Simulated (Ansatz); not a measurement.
Consider the redistribution: `[F][Ga]([F])[I]` + `N#C[SiH2]CF` → `N#[C][Ga]([F])[F]` + `FC[SiH2]I`.

Computed with Ansatz on PBE0-D4/def2-TZVP structures; ΔE is electronic, products minus reactants. CCSD(T)/CBS is the MP2 limit (def2-TZVPP, def2-QZVPP) plus CCSD(T) − MP2 in def2-TZVPP, frozen cores. DFT in def2-TZVPP. B3LYP here is the variant with VWN-RPA as its local correlation; programs differ in this. Elements past krypton have def2 core potentials. For Ga, I outer-core shells are correlated without core-valence functions, which leaves a few kJ/mol of doubt a bond. Scalar relativity is left out up to krypton. One conformer a species, not always the lowest.

(1) Is it downhill or uphill in electronic energy at CCSD(T)/CBS, and by how much? (An estimate is asked.)

(2) What do these levels give: PBE-D4, B3LYP-D4, PBE, PBE0, B3LYP, MP2/def2-TZVPP, CCSD/def2-TZVPP, CCSD(T)/def2-TZVPP, MP2/def2-QZVPP, HF/CBS(def2), MP2/CBS(def2), CCSD/CBS(def2)? (Best estimate.)

Largest T1 diagnostic among the species: 0.015.

## Answers

(1) Ansatz gave: Uphill: ΔE = +49.1 kJ/mol.

(2) Computed: PBE-D4 52.6, B3LYP-D4 56.4, PBE 53.8, PBE0 53.0, B3LYP 58.6, MP2/def2-TZVPP 46.6, CCSD/def2-TZVPP 48.7, CCSD(T)/def2-TZVPP 48.1, MP2/def2-QZVPP 47.1, HF/CBS(def2) 57.7, MP2/CBS(def2) 47.5, CCSD/CBS(def2) 49.7 kJ/mol.

In def2-TZVPP, CCSD(T) changes the Hartree–Fock value by −9.6 kJ/mol (the triples alone add −0.6 kJ/mol) and MP2 by −11.1 kJ/mol.
